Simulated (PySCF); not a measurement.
# Fractional electron number in Cr⁻ (chromium, charge -1)

The 4s beta orbital of [Ar] 3d5 4s2 is emptied in steps (occupation f), with all orbitals relaxed, ending at [Ar] 3d5 4s1. Computed with PySCF 2.14 in aug-cc-pVDZ (7s6p4d2f, 59 functions), with no relativity, point nucleus. The exact energy is a straight line in f; departures are measured from the line between the end points of the same method.

```csv
f,BHandHLYP (eV),B3LYP (eV)
1,0.000,0.000
0.75,-0.169,-0.282
0.5,-0.235,-0.388
0.25,-0.182,-0.296
0,0.000,0.000
```

**Question.** For B3LYP, how does the orbital energy at f = 1 compare with the removal energy?

**Answer.** −ε = -0.787 eV against a total-energy difference of 0.668 eV. By Janak's theorem ε = ∂E/∂f, so the gap between them reflects the curvature. Along the path −ε is -0.121 (f = 0.75), 0.629 (f = 0.5), 1.450 (f = 0.25) eV.

```tsv
method	E(f=0) − E(f=1) (eV)	−ε at f=1 (eV)	−ε at f=0.5 (eV)
BHandHLYP	0.484	-0.383	0.450
B3LYP	0.668	-0.787	0.629
```

At f = 1 the orbital energy is positive for BHandHLYP, B3LYP: only the finite basis holds the electron.

Reference removal energy between the ground levels: 0.676 eV (measured; photodetachment measurements, as compiled on the Wikipedia data page of electron affinities).
